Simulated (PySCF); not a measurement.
Which element holds N most strongly?

r²SCAN in PySCF with def2-SVPD on every atom (core potentials on In, Sn), for the lowest determinant that a PBE0 search found; no spin–orbit coupling. D0 is De less the harmonic zero-point energy.

| M | state (unpaired electrons) | Re (Å) | ωe (cm⁻¹) | D0(MN) (eV) |
| --- | --- | --- | --- | --- |
| Al | triplet (π ↑↑) | 1.946 | 611 | 2.51 |
| Sn | doublet (π ↑) | 1.981 | 655 | 2.55 |
| In | triplet (π ↑↑) | 2.236 | 442 | 1.81 |
| C | doublet (σ ↑) | 1.171 | 2178 | 7.64 |
| Zn | quartet (σ ↑, π ↑↑) | 1.984 | 422 | 0.85 |

Q: Order the elements by D0 and give the energy of SnN + Al → AlN + Sn.

A: C > Sn > Al > In > Zn; ΔE = 2.55 − 2.51 = +0.04 eV at r²SCAN/def2-SVPD. Close neighbours can swap at other levels.

Spin–orbit coupling is left out, which matters for elements this heavy, above all for dissociation energies. States were picked by a PBE0 search and need not be the measured ground states.
